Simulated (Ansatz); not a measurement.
Consider the formal hydrolysis of the Sb–C bond: `[CH3][SbH2]` + H₂O → `[OH][SbH2]` + CH₄.

Calculated with Ansatz (gas phase, PBE0-D4/def2-TZVP geometries, no zero-point term in ΔE). CBS: MP2 limit from def2 TZ/QZ plus the TZ coupled-cluster correction, frozen cores. This one scheme is used for every species. Functionals use def2-TZVPP. def2 core potentials past Kr. For Sb outer-core shells are correlated without core-valence functions, which leaves a few kJ/mol of doubt a bond.

```csv
level,ΔE (eV)
r2SCAN-D4,-0.31
CCSD(T)/def2-TZVPP,-0.19
```

Task: What does CCSD(T)/CBS give? (An estimate is asked.)

Result: Ansatz gave: -0.20 eV. The listed levels differ from it by -0.11, 0.01 eV.

Largest T1 diagnostic among the species: 0.014.

From r2SCAN to r2SCAN0 (25 % exact exchange), in def2-TZVPP and without D4, ΔE moves by +0.07 eV. The D4 term adds +0.04 eV with B3LYP and +0.02 eV with PBE0; it sums over pairs of atoms, weighted by their polarisabilities, and B3LYP, whose exchange is more repulsive, gets the larger term.

B3LYP here is the variant with VWN-RPA as its local correlation; programs differ in this.
